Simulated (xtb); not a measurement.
C₃H₄ClFSi, SMILES C1(F)[SiH2]CC=1Cl. All values are semi-empirical tight-binding results from xtb (GFN2-xTB unless named), good for trends rather than for accurate numbers. The structure is a stationary point at GFN2-xTB. This is a generated structure with no PubChem entry under its InChIKey; it may be hypothetical.

Optimised geometry:

```xyz
10

F      2.1046    -0.1202     0.0000
C      0.7899    -0.4069     0.0000
C     -0.2346     0.4509     0.0000
Cl    -0.2657     2.1613     0.0000
C     -1.4651    -0.4181     0.0000
Si    -0.3004    -1.9562     0.0000
H     -2.0879    -0.2606     0.8780
H     -2.0879    -0.2606    -0.8780
H     -0.2924    -2.7539    -1.2203
H     -0.2924    -2.7539     1.2203
```
Charge 0, spin multiplicity 1.

Computed properties:
```
Property                                        Value
--------------------------------------  -------------
point group as xtb finds it                        Cs
orbital gap                                   4.07 eV
dipole moment                                  3.38 D
zero-point energy                       35.9 kcal/mol
G − E(el) at 298.15 K (modified RRHO)   16.3 kcal/mol
static polarisability (D4 model)           73.2 bohr³
solvation energy, GFN2-xTB/ALPB(water)  -3.1 kcal/mol
solvation energy, GFN2-xTB/ALPB(dmf)    -5.3 kcal/mol
```

Computed atomic charges and the Wiberg bond orders between heavy atoms:
charges (e) F1 -0.22, C2 0.02, C3 0.06, Cl4 -0.15, C5 -0.18, Si6 0.46, H7 0.05, H8 0.05, H9 -0.04, H10 -0.04. Bond orders F1–C2 0.97, C2–C3 1.78, C3–Cl4 0.99, C3–C5 1.03, C2–Si6 0.86, C5–Si6 0.86.
